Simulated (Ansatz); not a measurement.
Consider the cleavage of the Si–Ge bond: `[SiH3][GeH2][SiH2][GeH2][GeH3]` + `BO` → `BO[SiH3]` + `[GeH3][SiH2][GeH2][GeH3]`.

Isolated molecules relaxed with PBE0-D4/def2-TZVP in Ansatz; ΔE leaves out vibrations. CCSD(T)/CBS adds triple-zeta CCSD(T) − MP2 to the extrapolated MP2 energy (def2 sets, frozen cores). This one scheme is used for every species. Functionals use def2-TZVPP. For Ge outer-core shells are correlated without core-valence functions, which leaves a few kJ/mol of doubt a bond. Scalar relativity is left out up to krypton. One conformer a species, not always the lowest.

| species | r2SCANh energy (Eh) |
| --- | --- |
| `[SiH3][GeH2][SiH2][GeH2][GeH3]` | -6817.13165 |
| `BO` | -101.88615 |
| `BO[SiH3]` | -392.59009 |
| `[GeH3][SiH2][GeH2][GeH3]` | -6526.44817 |

Problem. Work out ΔE.

Solution. ΔE = (-392.59009) + (-6526.44817) − (-6817.13165) − (-101.88615) = -0.02046 Eh = -53.7 kJ/mol. CCSD(T)/CBS gives -53.8 kJ/mol.

Largest T1 diagnostic among the species: 0.014.

From PBE to PBE0 (25 % exact exchange), in def2-TZVPP and without D4, ΔE moves by −6.2 kJ/mol. The D4 term adds +10.0 kJ/mol with B3LYP and +6.1 kJ/mol with PBE0; it sums over pairs of atoms, weighted by their polarisabilities, and B3LYP, whose exchange is more repulsive, gets the larger term.

B3LYP here is the variant with VWN-RPA as its local correlation; programs differ in this.
